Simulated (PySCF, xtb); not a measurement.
WF₅, SMILES [F][W]([F])([F])([F])[F] (connectivity only; charge and spin as stated), neutral, multiplicity 2.

Harmonic wavenumbers (cm⁻¹) from GFN2-xTB run with xtb at its own minimum, in rising order: 35, 62, 113, 230, 248, 260, 335, 377, 385, 441, 450, 465.

Task: What does r2SCAN-D4/def2-SVP in PySCF give at its own minimum? (Estimate from the structure and the level; the computed values follow.)

Result: 77, 78, 183, 195, 223, 257, 326, 636, 678, 704, 729, 739. Paired by order, the mean absolute difference is 131 cm⁻¹ and the zero-point energies are 4.9 and 6.9 kcal/mol.
